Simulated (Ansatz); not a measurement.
CH₂AlBrS, SMILES `[Br][Al]1[CH2][S]1`. The species carries charge 0 and has multiplicity 1. The structure was optimised at the PBE0-D4/def2-TZVP level.

```xyz
6

Br   -0.479    1.659    2.669
Al    0.106    0.492    0.870
C    -0.236   -0.407   -0.768
S     1.620   -0.451   -0.246
H    -0.650   -1.411   -0.812
H    -0.361    0.118   -1.712
```

Task: What is the dipole moment at r2SCAN/def2-TZVPP? (An estimate is asked.)

Result: Computed: 1.77 D, with components (-1.64, 0.54, 0.39) D in this frame, pointing from negative to positive charge.

Task: And with PBE, B3LYP, ωB97M-V? (Estimate.)

Result: The calculation gave: PBE 1.63 D, B3LYP 1.74 D, ωB97M-V 1.78 D.

Task: Give the Mulliken charges with r2SCAN, B3LYP, ωB97M-V in def2-TZVPP. (An estimate is asked.)

Result: Ansatz gave: 
```json
{"atom": "Br1", "r2SCAN": "-0.14", "B3LYP": "-0.14", "ωB97M-V": "-0.13"}
{"atom": "Al2", "r2SCAN": "0.45", "B3LYP": "0.40", "ωB97M-V": "0.38"}
{"atom": "C3", "r2SCAN": "-0.26", "B3LYP": "-0.29", "ωB97M-V": "-0.35"}
{"atom": "S4", "r2SCAN": "-0.23", "B3LYP": "-0.20", "ωB97M-V": "-0.17"}
{"atom": "H5", "r2SCAN": "0.09", "B3LYP": "0.12", "ωB97M-V": "0.13"}
{"atom": "H6", "r2SCAN": "0.09", "B3LYP": "0.12", "ωB97M-V": "0.13"}
```

B3LYP here is the variant with VWN-RPA as its local correlation; programs differ in this.
